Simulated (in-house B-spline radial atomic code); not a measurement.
Binding energies in Lu

NIST's tabulated ground configuration is [Xe] 4f14 5d1 6s2; each binding energy is the energy of the ion with one electron taken from that subshell, relaxed, less that of the parent. All numbers are computed (Dirac-Hartree-Fock, average of configuration; Fermi nucleus of rms radius 5.37 fm) with an all-electron radial atomic-structure program (B-spline basis), not measured. Energies include first-order Breit, QED and recoil terms.

```json
{"subshell": "1s", "X-ray name": "K", "binding energy (eV)": "63316.9", "-ε (eV)": "63709.2", "relaxation (eV)": "88.1"}
{"subshell": "2s", "X-ray name": "L1", "binding energy (eV)": "10884.5", "-ε (eV)": "10975.0", "relaxation (eV)": "53.7"}
{"subshell": "2p1/2", "X-ray name": "L2", "binding energy (eV)": "10356.9", "-ε (eV)": "10451.0", "relaxation (eV)": "58.0"}
{"subshell": "2p3/2", "X-ray name": "L3", "binding energy (eV)": "9252", "-ε (eV)": "9330.9", "relaxation (eV)": "55.3"}
{"subshell": "3p1/2", "X-ray name": "M2", "binding energy (eV)": "2274.4", "-ε (eV)": "2313.7", "relaxation (eV)": "32.6"}
{"subshell": "3p3/2", "X-ray name": "M3", "binding energy (eV)": "2035.5", "-ε (eV)": "2070.8", "relaxation (eV)": "31.1"}
{"subshell": "4s", "X-ray name": "N1", "binding energy (eV)": "520.1", "-ε (eV)": "535.9", "relaxation (eV)": "14.2"}
{"subshell": "4p1/2", "X-ray name": "N2", "binding energy (eV)": "425.4", "-ε (eV)": "440.6", "relaxation (eV)": "13.9"}
{"subshell": "4p3/2", "X-ray name": "N3", "binding energy (eV)": "371.3", "-ε (eV)": "384.9", "relaxation (eV)": "12.8"}
{"subshell": "5s", "X-ray name": "O1", "binding energy (eV)": "69.82", "-ε (eV)": "73.52", "relaxation (eV)": "3.49"}
{"subshell": "5p1/2", "X-ray name": "O2", "binding energy (eV)": "41", "-ε (eV)": "44.24", "relaxation (eV)": "3.12"}
{"subshell": "5p3/2", "X-ray name": "O3", "binding energy (eV)": "34.16", "-ε (eV)": "36.95", "relaxation (eV)": "2.74"}
{"subshell": "4f5/2", "X-ray name": "N6", "binding energy (eV)": "13.86", "-ε (eV)": "23.28", "relaxation (eV)": "9.54"}
{"subshell": "4f7/2", "X-ray name": "N7", "binding energy (eV)": "12.42", "-ε (eV)": "21.52", "relaxation (eV)": "9.29"}
{"subshell": "6s", "X-ray name": "P1", "binding energy (eV)": "5.74", "-ε (eV)": "6.05", "relaxation (eV)": "0.30"}
{"subshell": "5d", "X-ray name": "O4,5", "binding energy (eV)": "4.36", "-ε (eV)": "5.10", "relaxation (eV)": "0.77"}
```

Relaxation = -ε minus the binding energy without Breit, QED and recoil terms.

Emission lines follow as differences of binding energies, with λ = 12398.42 eV·Å / E:

```json
{"line": "K-L3", "holes": "1s → 2p3/2", "energy (eV)": "54064.9", "wavelength (Å)": "0.22932"}
{"line": "K-L2", "holes": "1s → 2p1/2", "energy (eV)": "52960.0", "wavelength (Å)": "0.23411"}
{"line": "K-M3", "holes": "1s → 3p3/2", "energy (eV)": "61281.4", "wavelength (Å)": "0.20232"}
{"line": "L1-M3", "holes": "2s → 3p3/2", "energy (eV)": "8849.0", "wavelength (Å)": "1.4011"}
```

(1) What screening constant σ does Moseley's law, E = (3/4)·13.6057 eV·(Z - σ)², need for K-L3?

Moseley's non-relativistic formula needs a falling, then negative, screening constant for heavy elements, because relativity binds the 1s electron more strongly than the formula allows.

(2) What does it cost to remove both a 4p3/2 and a 4p1/2 electron?

(3) What does it cost to remove both a 4s and a 4f5/2 electron?

Results:

(1) σ = -1.79.

(2) 818.43 eV, which is 21.76 eV more than the two single binding energies together.

(3) 554.76 eV, which is 20.78 eV more than the two single binding energies together.
